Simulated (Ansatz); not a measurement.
Ansatz results at the PBE0-D4/def2-TZVP geometry: HOMO energy (PBE/def2-TZVPP) -7.64 eV; LUMO energy (B3LYP/def2-TZVPP) -0.51 eV; HOMO–LUMO gap (PBE0/def2-TZVPP) 8.82 eV.

Task: Which molecule gave them?
A. `C[C](C)(C)[Ge]([F])([F])[F]`
B. `C=C[CH2][Ge]([F])([O]C)[O]C`
C. `[CH3][GeH]([NH2])[Cl]`
D. `[Br][GeH]([Br])[Br]`

Result: A. The others give `[Br][GeH]([Br])[Br]`: -7.32, -2.36, 6.56; `[CH3][GeH]([NH2])[Cl]`: -6.31, 0.26, 8.36; `C=C[CH2][Ge]([F])([O]C)[O]C`: -6.31, -0.44, 7.29.

B3LYP here is the variant with VWN-RPA as its local correlation; programs differ in this.
